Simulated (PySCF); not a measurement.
**Atomic charges by several schemes**

Species: C₆H₆N₂SSi.
Numbering: `[SiH3:1][c:2]1[cH:3][cH:4][c:5]2[s:6][n:7][n:8][c:9]2[cH:10]1` (hydrogens: H11, H12, H13 on Si1; H14 on C3; H15 on C4; H16 on C10)

Cartesian coordinates in Å at the GFN2-xTB level; atoms count from 1:
```
atom  x, y, z in Å
Si1   -2.7337    0.3574   -0.2366
C2    -0.8767    0.0449   -0.0631
C3    -0.4164   -1.2510    0.2331
C4     0.9186   -1.5551    0.3759
C5     1.8355   -0.5253    0.2191
S6     3.5584   -0.4859    0.3214
N7     3.5625    1.1606   -0.0241
N8     2.4388    1.6577   -0.2001
C9     1.4013    0.7911   -0.0838
C10    0.0407    1.0637   -0.2233
H11   -3.3911   -0.0730    0.9996
H12   -2.9460    1.7844   -0.4679
H13   -3.2314   -0.4342   -1.3640
H14   -1.1456   -2.0394    0.3536
H15    1.2477   -2.5575    0.6023
H16   -0.2701    2.0705   -0.4535
```

Density: PBE0/pcSseg-1 (PySCF); schemes: Mulliken, IAO, Hirshfeld and ESP-fitted. Isolated species at its GFN2-xTB geometry, gas phase.

Question: What partial charge does each atom carry?

Answer: In e:

```tsv
atom	environment	Mulliken	IAO	Hirshfeld	ESP-fitted
Si1	SiH3 silicon	+0.569	+0.609	+0.319	+0.380
C2	substituted aromatic carbon	-0.355	-0.273	-0.090	+0.257
C3	aromatic CH carbon	-0.066	-0.128	-0.036	-0.390
C4	aromatic CH carbon	+0.046	-0.156	-0.052	-0.176
C5	ring-fusion aromatic carbon	-0.497	-0.158	-0.031	-0.182
S6	ring sulfur	+0.466	+0.414	+0.148	+0.128
N7	pyridine-type nitrogen	-0.250	-0.261	-0.103	-0.130
N8	pyridine-type nitrogen	-0.218	-0.118	-0.091	-0.442
C9	ring-fusion aromatic carbon	+0.243	+0.056	+0.018	+0.956
C10	aromatic CH carbon	+0.029	-0.132	-0.036	-0.797
H11	Si–H hydrogen	-0.076	-0.115	-0.073	-0.106
H12	Si–H hydrogen	-0.093	-0.111	-0.069	-0.080
H13	Si–H hydrogen	-0.073	-0.115	-0.074	-0.104
H14	aromatic hydrogen	+0.092	+0.153	+0.054	+0.205
H15	aromatic hydrogen	+0.089	+0.166	+0.058	+0.220
H16	aromatic hydrogen	+0.095	+0.169	+0.058	+0.261
```

Mean size of the charges over all atoms: ESP-fitted 0.301 e, Mulliken 0.204 e, IAO 0.196 e, Hirshfeld 0.082 e. Each set sums to the total charge, 0, to within 0.001 e. The Mulliken scheme counts on each atom the diagonal of the density matrix times the overlap matrix over that atom's basis functions.

Lowest charge. The schemes don't all agree: Mulliken C5 (-0.497); IAO C2 (-0.273); Hirshfeld N7 (-0.103); ESP-fitted C10 (-0.797).

Highest charge. The schemes don't all agree: Mulliken Si1 (+0.569); IAO Si1 (+0.609); Hirshfeld Si1 (+0.319); ESP-fitted C9 (+0.956).

Question: Sum the charges by element, for elements with more than one atom.

Answer: 
| element | atoms | Mulliken | IAO | Hirshfeld | ESP-fitted |
| --- | --- | --- | --- | --- | --- |
| C | 6 | -0.600 | -0.790 | -0.227 | -0.331 |
| N | 2 | -0.468 | -0.379 | -0.194 | -0.572 |
| H | 6 | +0.034 | +0.146 | -0.045 | +0.396 |

Question: How closely do the schemes follow one another over all atoms?

Answer: Correlation coefficient and root-mean-square difference: IAO with Hirshfeld 0.97, 0.137 e; Mulliken with IAO 0.88, 0.127 e; Mulliken with Hirshfeld 0.83, 0.187 e; IAO with ESP-fitted 0.48, 0.342 e; Hirshfeld with ESP-fitted 0.46, 0.350 e; Mulliken with ESP-fitted 0.44, 0.362 e.

Question: How many electrons does the Mulliken scheme count on N8?

Answer: Z − q = 7 − (-0.218) = 7.218.

The run behind these numbers computed NMR shieldings as well. On Arm Neoverse V1, one thread, no GPU, on a shared host, this took 47 s.
